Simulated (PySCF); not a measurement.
CH5CdNO, SMILES C[O][Cd][NH2].

Coordinates come from a B3LYP-D3(BJ)/def2-SVP optimisation. The structure was generated by enumeration; whether it is a known compound was not checked. The def2 effective core potentials stand for the cores of Cd; spin–orbit coupling is left out. One conformer was computed; it need not be the lowest.

The numbers are results of PBE/def2-TZVPD (PySCF), not measurements.

Symmetry labels are those of the subgroup Cs that the program uses (full group Cs).

Problem. List the valence orbital energies around the gap with their symmetry. (Estimate from the structure and the level; the computed values follow.)

Solution. 
| orbital | symmetry | energy (eV) |
|---|---|---|
| HOMO−7 | A" | -10.99 |
| HOMO−6 | A' | -10.30 |
| HOMO−5 | A" | -10.04 |
| HOMO−4 | A' | -9.67 |
| HOMO−3 | A' | -8.49 |
| HOMO−2 | A' | -6.14 |
| HOMO−1 | A' | -5.89 |
| HOMO | A" | -5.58 |
| LUMO | A' | -1.99 |
| LUMO+1 | A" | -0.84 |
| LUMO+2 | A' | -0.70 |
| LUMO+3 | A' | 0.28 |
